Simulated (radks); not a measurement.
Isoelectronic series with 23 electrons, all held in the configuration [Ar] 3d3 4s2, which need not be the ground one along the series. Method: scalar-relativistic Kohn-Sham, LDA (Slater exchange, Perdew-Wang correlation), spin-polarised, spherical densities, point nucleus; open shells are filled with parallel spins first; computed with a radial shooting solver on a logarithmic mesh with Libxc functionals. Total energies (hartree) and mean radii <r> (bohr):

ion   E (hartree)  4s down  4s up   3d up  3p down
V      -947.12397    3.449  3.255   1.414    1.021
Cr+   -1048.10610    2.795  2.705   1.150   0.9477
Mn2+  -1154.68624    2.397  2.343  0.9930   0.8812
Fe3+  -1266.85165    2.119  2.082  0.8834   0.8223
Co4+  -1384.60281    1.908  1.881  0.8001   0.7704
Ni5+  -1507.94685    1.741  1.720  0.7336   0.7245
Cu6+  -1636.89486    1.604  1.587  0.6788   0.6837
Zn7+  -1771.46073    1.489  1.476  0.6326   0.6471
